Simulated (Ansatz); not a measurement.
A CCSD(T) single point on CH7GeNSi (`N=[C]([SiH3])[GeH3]`).

```yaml
crystal:
  periodic: [false, false, false]
  atoms:
    - {symbol: N, position_ang: [-0.299176, 1.812687, -0.139420]}
    - {symbol: C, position_ang: [-0.039464, 0.573205, -0.008655]}
    - {symbol: Si, position_ang: [1.490235, 0.110730, 1.007327]}
    - {symbol: Ge, position_ang: [-1.170596, -0.842549, -0.822161]}
    - {symbol: H, position_ang: [-1.141164, 1.981013, -0.699724]}
    - {symbol: H, position_ang: [1.058568, -0.742618, 2.147633]}
    - {symbol: H, position_ang: [2.180685, 1.328084, 1.494081]}
    - {symbol: H, position_ang: [2.396271, -0.703914, 0.152623]}
    - {symbol: H, position_ang: [-2.318712, -0.113759, -1.545455]}
    - {symbol: H, position_ang: [-0.358360, -1.679356, -1.824154]}
    - {symbol: H, position_ang: [-1.732888, -1.780526, 0.258607]}
basis:
  gaussian: {orbitals: def2-TZVPP}
correlation: {method: ccsd_t}
```

```sh
$ ansatz run in.yaml --threads 4 --pin off --events-out ev --progress --plain --max-ram 10444MiB
```

Log, shortened:

```
Functional definition: HF
1482 factors; integrals over basis functions are off by at most 8.1e-4 eV
mean field evaluation 1: about -66955.2791 eV, gradient 3.3e1 eV
mean field evaluation 2: about -66955.4906 eV, gradient 3.3e1 eV
mean field evaluation 4: about -66958.8135 eV, gradient 4.5e0 eV
mean field evaluation 8: about -66958.9057 eV, gradient 3.8e-1 eV
mean field evaluation 16: about -66958.9076 eV, gradient 2.5e-6 eV
mean field -66958.90764036 eV, -2460.6944694057 hartree, gradient 2.5e-6 eV, S^2 0.000000; 0 other end points of the search recorded, 0 dependent functions left out; unrestricted orbitals would lower it
16 core orbitals not correlated: weight in the atoms' cores, before any rotation towards them, 1.000 or more for the frozen orbitals, at most 0.000 for the correlated occupied ones
reference -66958.90764036 eV, -2460.6944694057 hartree; 17, 17 occupied and 217, 217 virtual orbitals, 1482 factors
second order -20.50050195 eV of doubles, -0.00000000 eV of singles
cycle   1  -20.83821171 eV  change   -3.4e-1 eV  update   1.2e-1
cycle   2  -21.57035254 eV  change   -7.3e-1 eV  update   3.6e-2
cycle   3  -21.68739950 eV  change   -1.2e-1 eV  update   1.7e-2
cycle   4  -21.67648055 eV  change    1.1e-2 eV  update   4.5e-3
cycle   5  -21.67711814 eV  change   -6.4e-4 eV  update   2.1e-3
cycle   6  -21.67735555 eV  change   -2.4e-4 eV  update   5.0e-4
cycle   7  -21.67713784 eV  change    2.2e-4 eV  update   2.1e-4
cycle   8  -21.67716445 eV  change   -2.7e-5 eV  update   7.6e-5
cycle   9  -21.67717749 eV  change   -1.3e-5 eV  update   3.0e-5
perturbative correction -0.90069230 eV, -0.0330998317 hartree
Total energy: -66981.48551016 eV, -2461.5241908167 hartree
```

Run time 120 s (4 threads of an Intel Xeon Platinum 8259CL on a shared host); peak host memory 5.2 GiB.

Correlation energy per correlated electron: -0.664 eV. T1 diagnostic: 0.0129.
